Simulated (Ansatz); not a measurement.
GeO2⁻. The state is a doublet with charge -1. Geometry PBE-D4/def2-TZVPD; atoms count from 1.

```xyz
3

Ge    0.609    0.597   -0.787
O    -0.718    0.326    0.548
O     0.109   -0.924    0.240
```

The structure holds 1 bond(s) between oxygen atoms. The highest occupied level of the charge -1 doublet lies above zero (up to 1.11 eV). It is a level of α spin, whose loss leaves a singlet; that state wasn't run at this geometry and level. The electron is either unbound and held by the finite basis, or the level is raised by self-interaction error. Another isomer (doublet) lies 2.54 eV lower at PBE0-D4/def2-TZVPD; other spin states weren't run for this one.

(1) Estimate the Mulliken populations from the PBE0/def2-TZVPD orbitals of Ansatz.

(2) Where does the spin sit?

(3) And the Mayer bond orders between bonded heavy atoms (over 0.3)?

Results:

(1) 
```json
{"atom": "Ge1", "charge (e)": "-0.11", "spin (α − β)": "0.93"}
{"atom": "O2", "charge (e)": "-0.44", "spin (α − β)": "0.04"}
{"atom": "O3", "charge (e)": "-0.44", "spin (α − β)": "0.04"}
```
Mulliken values and Mayer orders depend strongly on the basis. With diffuse functions, as here, like atoms can get unlike values, and bond orders can come out too low or too high.

(2) Summed by element: Ge 0.93, O 0.07, of 1 unpaired in all. Largest on single atoms: Ge1 0.93, O2 0.04, O3 0.04.

(3) Ge1–O2 0.79 (1.90 Å); Ge1–O3 0.79 (1.90 Å); O2–O3 0.73 (1.53 Å).
